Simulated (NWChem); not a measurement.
All runs are NWChem calculations. System: HS2, charge 0, spin multiplicity 2, at a geometry optimised with UPBE0/def2-SVP. The structure started from a generated list of species. Its SCF solution wasn't tested for a lower state. Level: UB2PLYP/def2-TZVP, 10 core orbitals frozen.

Job file:

```
start mol
memory heap 200 mb stack 900 mb global 1100 mb
geometry units angstroms nocenter noautoz
  S      0.430648     0.935054     0.000000
  S     -0.467742    -0.829535     0.000000
  H      0.593507    -1.688295     0.000000
  symmetry group Cs
end
basis spherical
  * library def2-tzvp
end
dft
  xc hfexch 0.53 becke88 0.47 lyp 0.73 mp2 0.27
  dftmp2
  odft
  mult 2
  semidirect memsize 60000000 filesize 0
  iterations 100
end
mp2
  freeze core 10
end
task dft energy
```

Output (cleaned and shortened):

```
             Northwest Computational Chemistry Package (NWChem) 7.3.0
             --------------------------------------------------------

                                NWChem Input Module
                                -------------------

 Scaling coordinates for geometry "geometry" by  1.889725989
 (inverse scale =  0.529177249)

 Turning off AUTOSYM since
 SYMMETRY directive was detected!

                             Geometry "geometry" -> ""
                             -------------------------

 Output coordinates in angstroms (scale by  1.889725989 to convert to a.u.)

  No.       Tag          Charge          X              Y              Z
 ---- ---------------- ---------- -------------- -------------- --------------
    1 S                   16.0000     0.43064800     0.93505400     0.00000000
    2 S                   16.0000    -0.46774200    -0.82953500     0.00000000
    3 H                    1.0000     0.59350700    -1.68829500     0.00000000

 Effective nuclear repulsion energy (a.u.)      77.8379771755

            Nuclear Dipole moment (a.u.)
            ----------------------------
        X                 Y               Z
 ---------------- ---------------- ----------------
     0.0000056692     0.0000170075     0.0000000000

      Symmetry information
      --------------------

 Group name             Cs
 Group number              2
 Group order               2
 No. of unique centers     3

      Symmetry unique atoms

     1    2    3


 Summary of "ao basis" -> "" (spherical)
 ------------------------------------------------------------------------------
       Tag                 Description            Shells   Functions and Types
 ---------------- ------------------------------  ------  ---------------------
 *                         def2-tzvp                  on all atoms

  dft_input: which_mp2 not specified, using semidirect MP2 by default.

                                 NWChem DFT Module
                                 -----------------

 Summary of "ao basis" -> "ao basis" (spherical)
 ------------------------------------------------------------------------------
       Tag                 Description            Shells   Functions and Types
 ---------------- ------------------------------  ------  ---------------------
 S                         def2-tzvp                13       37   5s5p2d1f
 H                         def2-tzvp                 4        6   3s1p

 Summary of "ao basis" -> "ao basis" (spherical)
 ------------------------------------------------------------------------------
       Tag                 Description            Shells   Functions and Types
 ---------------- ------------------------------  ------  ---------------------
 S                         def2-tzvp                13       37   5s5p2d1f
 H                         def2-tzvp                 4        6   3s1p

      Symmetry analysis of basis
      --------------------------

        a'         55
        a"         25

            General Information
            -------------------
          SCF calculation type: DFT
          Wavefunction type:  spin polarized.
          No. of atoms     :     3
          No. of electrons :    33
           Alpha electrons :    17
            Beta electrons :    16
          Charge           :     0
          Spin multiplicity:     2
          Use of symmetry is: on ; symmetry adaption is: on
          Maximum number of iterations: 100
          AO basis - number of functions:    80
                     number of shells:    30
          Convergence on energy requested:  1.00D-06
          Convergence on density requested:  1.00D-05
          Convergence on gradient requested:  5.00D-04

              XC Information
              --------------
                     Hartree-Fock (Exact) Exchange  0.530
                    Becke 1988 Exchange Functional  0.470
              Lee-Yang-Parr Correlation Functional  0.730

             Grid Information
             ----------------
          Grid used for XC integration:  medium
          Radial quadrature: Mura-Knowles
          Angular quadrature: Lebedev.
          Tag              B.-S. Rad. Rad. Pts. Rad. Cut. Ang. Pts.
          ---              ---------- --------- --------- ---------
          S                   1.00       88           9.0       590
          H                   0.35       45           9.0       434
          Grid pruning is: on
          Number of quadrature shells:   221
          Spatial weights used:  Erf1

          Convergence Information
          -----------------------
          Convergence aids based upon iterative change in
          total energy or number of iterations.
          Levelshifting, if invoked, occurs when the
          HOMO/LUMO gap drops below (HL_TOL):  1.00D-02
          DIIS, if invoked, will attempt to extrapolate
          using up to (NFOCK): 10 stored Fock matrices.

                    Damping( 0%)  Levelshifting(0.5)       DIIS
                  --------------- ------------------- ---------------
          dE  on:    start            ASAP                start
          dE off:    2 iters        100 iters           100 iters

      Screening Tolerance Information
      -------------------------------
          Density screening/tol_rho:  1.00D-10
          AO Gaussian exp screening on grid/accAOfunc:  14
          CD Gaussian exp screening on grid/accCDfunc:  20
          XC Gaussian exp screening on grid/accXCfunc:  20
          Schwarz screening/accCoul:  1.00D-08

      Superposition of Atomic Density Guess
      -------------------------------------
[...]
    13      0.154104  1 S  py                49     -0.152472  2 S  px

 Vector   15  Occ=1.000000D+00  E=-3.612878D-01  Symmetry=a"
              MO Center= -2.1D-01, -3.6D-01,  5.6D-15, r^2= 1.9D+00
   Bfn.  Coefficient  Atom+Function         Bfn.  Coefficient  Atom+Function
  ----- ------------  ---------------      ----- ------------  ---------------
    54      0.439593  2 S  pz                57      0.295695  2 S  pz
    17      0.226650  1 S  pz                51      0.198587  2 S  pz
    45     -0.163495  2 S  pz                20      0.140760  1 S  pz
    14      0.102323  1 S  pz                 8     -0.088277  1 S  pz
    48     -0.077068  2 S  pz                27     -0.045881  1 S  d -1

 Vector   16  Occ=1.000000D+00  E=-3.009231D-01  Symmetry=a'
              MO Center=  3.1D-01,  6.0D-01,  3.5D-16, r^2= 2.2D+00
   Bfn.  Coefficient  Atom+Function         Bfn.  Coefficient  Atom+Function
  ----- ------------  ---------------      ----- ------------  ---------------
    15      0.458559  1 S  px                18      0.350844  1 S  px
    12      0.217290  1 S  px                16     -0.181685  1 S  py
     6     -0.171908  1 S  px                19     -0.157039  1 S  py
    42      0.153522  2 S  s                 76     -0.139980  3 H  s
    52     -0.127320  2 S  px                55     -0.100251  2 S  px

 Vector   17  Occ=0.000000D+00  E=-8.215141D-02  Symmetry=a"
              MO Center=  1.9D-01,  4.3D-01, -1.6D-15, r^2= 2.8D+00
   Bfn.  Coefficient  Atom+Function         Bfn.  Coefficient  Atom+Function
  ----- ------------  ---------------      ----- ------------  ---------------
    20      0.505860  1 S  pz                17      0.392688  1 S  pz
    57     -0.345604  2 S  pz                54     -0.271132  2 S  pz
    14      0.205424  1 S  pz                 8     -0.160217  1 S  pz
    51     -0.138741  2 S  pz                45      0.104554  2 S  pz
    11     -0.077740  1 S  pz                48      0.050444  2 S  pz

 Vector   18  Occ=0.000000D+00  E= 3.904344D-02  Symmetry=a'
              MO Center=  4.6D-02, -1.8D-01, -4.2D-16, r^2= 4.7D+00
   Bfn.  Coefficient  Atom+Function         Bfn.  Coefficient  Atom+Function
  ----- ------------  ---------------      ----- ------------  ---------------
    42      1.083468  2 S  s                  5     -0.849704  1 S  s
    19      0.789383  1 S  py                56      0.687357  2 S  py
    55      0.551872  2 S  px                77     -0.439007  3 H  s
    18      0.370078  1 S  px                16      0.347384  1 S  py
    53      0.241410  2 S  py                52      0.184772  2 S  px

 Vector   19  Occ=0.000000D+00  E= 5.150541D-02  Symmetry=a'
              MO Center=  2.1D-01, -1.2D+00, -6.5D-15, r^2= 3.7D+00
   Bfn.  Coefficient  Atom+Function         Bfn.  Coefficient  Atom+Function
  ----- ------------  ---------------      ----- ------------  ---------------
    77      1.507615  3 H  s                 56      0.922682  2 S  py
    42     -0.591302  2 S  s                 55     -0.550004  2 S  px
     5     -0.359274  1 S  s                 18      0.299833  1 S  px
    53      0.222376  2 S  py                19      0.163627  1 S  py
    76      0.151697  3 H  s                 52     -0.150283  2 S  px

   alpha - beta orbital overlaps
   -----------------------------

   alpha      1      2      3      4      5      6      7      8      9     10
    beta      1      2      3      4      5      7      6     10      8      9
 overlap   1.000  1.000  1.000  1.000  0.998  1.000  0.998  1.000  1.000  1.000

   alpha     11     12     13     14     15     16     17     18     19     20
    beta     11     12     13     14     15     16     17     18     19     20
 overlap   0.997  0.995  0.996  0.998  0.967  1.000  0.965  0.996  0.996  0.999

   alpha     21     22     23     24     25     26     27     28     29     30
    beta     21     23     22     24     25     28     26     29     27     30
 overlap   0.990  0.990  0.994  0.996  0.927  0.828  0.992  0.880  0.999  0.986

   alpha     31     32     33     34     35     36     37     38     39     40
    beta     31     32     33     34     35     36     37     38     39     40
 overlap   0.997  1.000  0.995  0.997  0.999  0.995  1.000  0.999  0.999  1.000

   alpha     41     42     43     44     45     46     47     48     49     50
    beta     41     42     43     44     45     46     47     48     49     51
 overlap   0.996  0.997  0.998  0.998  0.993  0.941  0.979  0.980  0.947  0.998

   alpha     51     52     53     54     55     56     57     58     59     60
    beta     50     52     53     55     54     56     57     59     58     62
 overlap   0.998  0.969  0.987  0.986  0.954  0.998  0.983  0.978  1.000  0.977

   alpha     61     62     63     64     65     66     67     68     69     70
    beta     60     61     63     64     65     66     67     68     69     70
 overlap   0.987  0.986  1.000  0.999  1.000  1.000  1.000  1.000  1.000  1.000

   alpha     71     72     73     74     75     76     77     78     79     80
    beta     71     72     73     74     75     76     77     78     79     80
 overlap   1.000  1.000  0.994  1.000  0.994  1.000  1.000  1.000  1.000  1.000

     --------------------------
     Expectation value of S2:
     --------------------------
      <S2> =      0.7605 (Exact =     0.7500)

 center of mass
 --------------
 x =  -0.01710218 y =   0.04865002 z =   0.00000000

 moments of inertia (a.u.)
 ------------------
         188.496820503667         -86.723987506758           0.000000000000
         -86.723987506758          47.402613259493           0.000000000000
           0.000000000000           0.000000000000         235.899433763160

     Multipole analysis of the density
     ---------------------------------

     L   x y z        total         alpha         beta         nuclear
     -   - - -        -----         -----         ----         -------
     0   0 0 0     -0.000000    -17.000000    -16.000000     33.000000

     1   1 0 0      0.131542     -0.119121      0.250657      0.000006
     1   0 1 0     -0.567375     -0.697892      0.130500      0.000017
     1   0 0 1     -0.000000     -0.000000     -0.000000      0.000000

     2   2 0 0    -20.131635    -23.027735    -21.458897     24.354998
     2   1 1 0     -0.381153    -21.945082    -20.035346     41.599275
     2   1 0 1      0.000000      0.000000     -0.000000      0.000000
     2   0 2 0    -17.839423    -60.977919    -56.314248     99.452744
     2   0 1 1      0.000000      0.000000      0.000000      0.000000
     2   0 0 2    -20.030787    -11.468905     -8.561882      0.000000

                   NWChem MP2 Semi-direct Energy/Gradient Module
                   ---------------------------------------------

  Basis functions       =     80
  Molecular orbitals    =     80
  Frozen core           =     10
  Frozen virtuals       =      0
  Active alpha occupied =      7
  Active beta occupied  =      6
  Active alpha virtual  =     63
  Active beta virtual   =     64
  Use MO symmetry       = T
  Use skeleton AO sym   = T

  AO/Fock/Back tols     =   1.0D-09  1.0D-09  1.0D-09

 GA uses MA = F    GA memory limited = T

 Available:
  local mem=  4.43D+07
 global mem=  1.44D+08
 local disk=  0.00D+00
  mp2_memr nvloc                    63
  nvloc new                    63
   1 passes of   7:        4194304                      35097                   4803105.
   1 passes of   7: M     44322337           G      144166400           F      40128033.

 Semi-direct pass number   1 of   1  for UHF alpha       at        2.2s
  vrange nnbf                  3196
  mp2_eaftype                    18  avail_ma_in_mb                   386
 EAF : mp2_eaftype filesize          18    2401553.
  mp2_eaf for mointskh                     18
Node 0 wrote     11.3 Mb in      0.0 s     Agg I/O rate:  1538.9 Mb/s
 Done moints_semi at        3.1s
  mp2_eaftype                    18  avail_ma_in_mb                   386
 EAF : mp2_eaftype filesize          18    2401553.
  mp2_eaf for kh                    18
 Done maket at        3.2s
 Done multipass loop at        3.2s

 GA uses MA = F    GA memory limited = T

 Available:
  local mem=  4.43D+07
 global mem=  1.44D+08
 local disk=  0.00D+00
  mp2_memr nvloc                    64
  nvloc new                    64
   1 passes of   6:        4194304                      32248                   4183720.
   1 passes of   6: M     44322337           G      144166400           F      40128033.

 Semi-direct pass number   1 of   1  for UHF beta        at        3.2s
  vrange nnbf                  3196
  mp2_eaftype                    15  avail_ma_in_mb                   386
 EAF : mp2_eaftype filesize          15    2091860.
  mp2_eaf for mointskh                     15
Node 0 wrote      9.8 Mb in      0.0 s     Agg I/O rate:  2458.2 Mb/s
 Done moints_semi at        4.0s
  mp2_eaftype                    15  avail_ma_in_mb                   386
 EAF : mp2_eaftype filesize          15    2091860.
  mp2_eaf for kh                    15
 Done maket at        4.1s
 Done multipass loop at        4.1s

          -------------------------------------------
          DFT energy                    -796.623362377712
          Unscaled MP2 energy             -0.403215309209
          Total DFT+MP2 energy          -796.732230511199
          -------------------------------------------

 -----------------------
 Performance information
 -----------------------

 Timer overhead =  9.61D-08 seconds/call

               Nr. of calls         CPU time (s)                 Wall time (s)                GFlops
             ---------------    -------------------     ------------------------------   -------------------
Name         Min   Avg   Max    Min     Avg     Max     Min     Avg     Max   Mx/calls   Min     Max     Sum
mp2: moin     2     2     2    1.8     1.8     1.8      1.8     1.8     1.8    0.89      0.0     0.0     0.0
mp2: make     2     2     2   7.13E-2 7.13E-2 7.13E-2  7.13E-2 7.13E-2 7.13E-2 3.57E-2   0.0     0.0     0.0
mp2: tota     1     1     1    1.9     1.9     1.9      1.9     1.9     1.9     1.9      0.0     0.0     0.0

 The average no. of pstat calls per process was 5.00D+00
 with a timing overhead of 4.80D-07s

 Task  times  cpu:        4.1s     wall:        4.1s

 Total times  cpu:        4.1s     wall:        4.1s
```
